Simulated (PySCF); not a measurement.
## Assignment exercise: C5H12FPSi

Atom-mapped SMILES (the numbers label the heavy atoms): `[CH3:1][Si:2]([CH3:3])([CH3:4])[CH2:5]/[P:6]=[CH:7]/[F:8]`. Hydrogens are named by the atom that carries them.

All values are calculated (PySCF 2.14): PBE0/pcSseg-1 with gauge-including orbitals, coordinates at the GFN2-xTB level. No solvent, no relativistic terms, single conformer, rapidly exchanging positions averaged.

Chemical shifts δ = σref − σ; $^{13}$C, $^{1}$H vs TMS, all at this level.

Problem. Assign these signals to the numbered atoms. $^{13}$C{$^{1}$H} NMR (computed): δ 223.2 (CH), 14.0 (CH2), -1.4 (CH3).

Solution. 
| δ (ppm) | atoms | environment | reason |
| --- | --- | --- | --- |
| 223.2 | C7 | carbon double-bonded to a heavier main-group atom | – |
| 14.0 | C5 | sp3 CH2 bonded to P and Si | – |
| -1.4 | C1/C3/C4 | methyl carbon bonded to Si | an electropositive neighbour leaves it electron-rich and shielded |

Problem. Assign these signals to the numbered atoms. $^{1}$H NMR (600 MHz, computed): δ 9.31 (m, 1H), 1.19 (m, 2H), 0.11 (s, 9H).

Solution. 
| δ (ppm) | atoms | environment | reason |
| --- | --- | --- | --- |
| 9.31 | H(C7) | hydrogen on a carbon double-bonded to a heavier main-group atom | – |
| 1.19 | H(C5) | hydrogen on an sp3 CH2 bonded to P and Si | – |
| 0.11 | H(C1)/H(C3)/H(C4) | hydrogen on a methyl carbon bonded to Si | an electropositive neighbour shields it, as in TMS itself |

Splittings by $^{19}$F and $^{31}$P in the carbon and heteronuclear signals aren't shown, as no couplings were computed. Shifts are as computed. Against solution values, carbons near 30 ppm lie about +3 ppm off and those near 130 ppm about +5 ppm. Of 1211 compounds with measured shifts, 218 miss one by over three times the rms of a fit or turn the order of signals round; such compounds aren't used in these exercises. No couplings were computed; multiplicities are counted from neighbouring protons, with m where these are inequivalent, close in shift, in a saturated or five-membered ring or joined by F or P, and br s for small geminal =CH2 splittings.
